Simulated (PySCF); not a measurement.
## How methods differ on the interval between two levels of Ni²⁺

Ni²⁺ [Ar] 3d8 [3F4, M_J = 4] → Ni²⁺ [Ar] 3d7 4s1 [5F5, M_J = 5], as a difference of total energies. All numbers are calculated (PySCF 2.14, the two-component X2C-1e Hamiltonian, in x2c-TZVPall-2c). Correlated levels: [Ne] frozen; the 6 highest virtual spinors dropped. "Screened" scales the spin-orbit matrix elements by Boettger's factors to mimic the two-electron term; Breit and QED terms are absent.

| method | interval between two levels (cm⁻¹) |
| --- | --- |
| GHF (spin-free) | 41811 |
| GMP2 (spin-free) | 55411 |
| GHF (screened spin-orbit) | 41670 |
| GMP2 (screened spin-orbit) | 55269 |

The labels give the starting determinants; with spin-orbit coupling the two ends relaxed to ⟨J²⟩ = 20.01, ⟨L²⟩ = 12.01, ⟨S²⟩ = 2.00 and ⟨J²⟩ = 30.00, ⟨L²⟩ = 12.02, ⟨S²⟩ = 5.99.
